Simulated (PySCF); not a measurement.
## Calculated properties of `Cc1csc([O-])c1Cl`

Species: C5H4ClOS (charge -1).
Z-matrix (Å and degrees, GFN2-xTB geometry), rows numbered from 1:
```
C 
C   1  1.4960
C   2  1.3538  1  124.86
S   3  1.7449  2  112.44  1   180.00
C   4  1.8582  3   92.07  2     0.02
O   5  1.2247  4  121.08  3   179.96
C   5  1.3798  4  104.32  3    -0.03
Cl  7  1.7465  2  121.14  1     0.04
H   1  1.0894  2  110.42  3    -0.09
H   1  1.0909  2  110.28  3   120.52
H   1  1.0909  2  110.28  3  -120.73
H   3  1.0728  2  128.44  1    -0.05
```

Among its groups: aromatic ring with sulfur and C–Cl bond.

From GFN2-xTB geometry:

```
Point group of the GFN2-xTB geometry                  : Cs
Rotational constants A, B, C of the GFN2-xTB geometry : 2.025, 1.411, 0.836 GHz
```

PBE0/pcSseg-1 ground state and GIAO shieldings, non-relativistic (PySCF):

```
HOMO energy                                                 : -0.39 eV
LUMO energy                                                 : 5.01 eV
HOMO–LUMO gap                                               : 5.40 eV
Lowest Hirshfeld atomic charge                              : -0.39 e on O6
Highest Hirshfeld atomic charge                             : +0.03 e on H9
13C chemical shifts (computed TMS as zero) by class         : 177.8 (C5), 132.0 (C2), 90.7 (C7), 88.1 (C3), 20.8 (C1) ppm
1H chemical shifts (computed TMS as zero) by class          : 4.40 (H12), 1.79 (H9/H10/H11) ppm
Isotropic shieldings of nuclei other than C and H, by class : 7 (O6), 334 (S4), 887 (Cl8) ppm
Mayer bond orders between heavy atoms                       : C1–C2 1.09, C2–C3 1.58, C3–S4 1.07, S4–C5 0.94, C5–O6 1.84, C5–C7 1.27, C7–Cl8 1.00, C7–C2 1.17
```

Monoisotopic mass of the ion (most abundant isotopes, electron mass counted): 146.9677 u.

The rotational constants make it an asymmetric top with κ = (2B − A − C)/(A − C) = -0.03, midway between the prolate (−1) and oblate (+1) limits. With B = h/(8π²I), that is 505.379 GHz u Å² over I, the principal moments of inertia are 249.6, 358.2 and 604.7 u Å² (most abundant isotopes).

Isolated species at its GFN2-xTB geometry, gas phase. NMR classes are plain means over equivalent atoms (diastereotopic ones count apart unless rotation or inversion swaps them), as if these changed places fast; in this geometry the members of some classes differ. No diffuse functions stand in pcSseg-1, which bears on an anion's orbital energies.

For the NMR shielding job (PBE0/pcSseg-1), rough CPU time on one thread of a shared machine: about 60 s.
